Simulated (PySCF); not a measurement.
Electron correlation in Ne³⁺ (neon, charge +3)

Starting occupation: [He] 2s2 2p3, 2p1/2 with m_j = -1/2, +1/2, 2p3/2 with m_j = +3/2. All numbers are calculated (PySCF 2.14, X2C-1e with screened-nucleus spin-orbit coupling, Gaussian nucleus, in x2c-TZVPall-2c). Frozen: 1s2; 5 electrons correlated.

MP2 pair energies summed by pair of shells (mhartree):

| pair | energy | share (%) |
| --- | --- | --- |
| 2p-2s | -65.81 | 67.1 |
| 2p-2p | -22.87 | 23.3 |
| 2s-2s | -9.33 | 9.5 |

Total MP2 correlation energy: -98.01 mhartree.

The GHF reference relaxed away from the jj start to a determinant that is no pure jj level (⟨S²⟩ = 3.75, ⟨J²⟩ = 3.75); the energies belong to that determinant.
